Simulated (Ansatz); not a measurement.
```xyz
3

N     0.0004    0.4374   -0.3870
H     0.0035    1.3105    0.2261
O     0.0044   -0.5300    0.3151
```

Basis set: def2-TZVP (spherical functions). Frozen core: 2 orbitals. Charge 0, multiplicity 1.

Computed with Ansatz (development build ahead of 0.2.0); each method stands on the lowest determinant of its kind that the runs found. Restricted open shells among the atoms or ions are ROHF, correlated in semicanonical orbitals with singles.

The atomization energy at this shape (free ground-state atoms in the same class of orbitals less the molecule, no zero-point energy) of singlet HNO:

```
method  atomization energy
   RHF             3.67 eV
```

Task: What does RHF-MP2 give?

Result: 8.67 eV.
